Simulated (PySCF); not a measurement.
A structure optimised at PBE0-D3(BJ)/def2-SVP (Å):
```
atom  x, y, z in Å
C1     2.3570    0.6321   -0.3306
C2     1.1060   -0.0120    0.0370
C3     0.0662   -0.5545    0.3487
C4    -1.2004   -1.1624    0.7038
Ge5   -2.7138    0.0262    0.2614
H6     2.9520    0.8831    0.5617
H7     2.1797    1.5665   -0.8865
H8     2.9721   -0.0235   -0.9670
H9    -1.3492   -2.1144    0.1680
H10   -1.2467   -1.3888    1.7818
H11   -4.0376   -0.6466    0.6783
H12   -2.5531    1.3563    1.0168
H13   -2.7275    0.2899   -1.2537
```

Charge 0, singlet.

Problem. Read off the bonds between heavy atoms and their formal orders.

Solution. C1–C2 1.45 Å (single); C2–C3 1.21 Å (triple); C3–C4 1.45 Å (single); C4–Ge5 1.97 Å (single). Bonds to hydrogen (Å): C1–H6 1.10; C1–H7 1.10; C1–H8 1.10; C4–H9 1.10; C4–H10 1.10; Ge5–H11 1.54; Ge5–H12 1.54; Ge5–H13 1.54.

Problem. Write the SMILES.

Solution. `CC#C[CH2][GeH3]`, C4H8Ge.

Problem. Classify the heavy atoms.

Solution. C1: propargylic carbon; C2: alkyne carbon; C3: alkyne carbon; C4: sp3 carbon bound to germanium; Ge5: germanium bonded to C and 3 H.

Problem. What is the arrangement about C3?

Solution. It has 2 neighbours (C2, C4) and is linear (angle 178.0°).

Problem. What is the arrangement about C1?

Solution. It has 4 neighbours (C2, H6, H7, H8) and is tetrahedral (angles from 107.6° to 111.4°).

The numbers are calculated, not measured.
